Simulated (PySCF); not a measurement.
## MgSb: from constants to spectrum

r²SCAN constants of MgSb, ⁴Σ⁻ (quartet), unpaired electrons σ ↑, π ↑↑ (Mg def2-SVPD, Sb def2-SVPD with ECP28; scalar-relativistic core potentials (PySCF 2.14); masses 23.9850 and 120.9038 u):

```
ωe              : 214.3 cm⁻¹
ωexe            : 1.32 cm⁻¹
Be              : 0.10275 cm⁻¹
αe              : 0.000746 cm⁻¹
D (centrifugal) : 9.45e-08 cm⁻¹
De to Mg + Sb   : 0.78 eV
```

Q: Give the vibrational terms G(v) and spacings up to v = 6.

A: G(v) = ωe(v+½) − ωexe(v+½)².

```json
{"v": "0", "G(v) (cm⁻¹)": "106.8", "G(v) − G(v−1)": "", "Bv (cm⁻¹)": "0.1024"}
{"v": "1", "G(v) (cm⁻¹)": "318.5", "G(v) − G(v−1)": "211.7", "Bv (cm⁻¹)": "0.1016"}
{"v": "2", "G(v) (cm⁻¹)": "527.5", "G(v) − G(v−1)": "209.0", "Bv (cm⁻¹)": "0.1009"}
{"v": "3", "G(v) (cm⁻¹)": "733.9", "G(v) − G(v−1)": "206.4", "Bv (cm⁻¹)": "0.1001"}
{"v": "4", "G(v) (cm⁻¹)": "937.6", "G(v) − G(v−1)": "203.7", "Bv (cm⁻¹)": "0.0994"}
{"v": "5", "G(v) (cm⁻¹)": "1138.7", "G(v) − G(v−1)": "201.1", "Bv (cm⁻¹)": "0.0986"}
{"v": "6", "G(v) (cm⁻¹)": "1337.2", "G(v) − G(v−1)": "198.5", "Bv (cm⁻¹)": "0.0979"}
```

Q: How well does the Morse estimate ωe²/(4ωexe) reproduce De, and what is D0?

A: It gives 1.08 eV, 138 % of the computed De. D0 = De − G(0) = 0.78 − 0.01 = 0.77 eV.

Spin–orbit coupling is left out, which matters for elements this heavy, above all for dissociation energies. The state is the lowest determinant that a PBE0 search found; another state may lie lower at other levels.
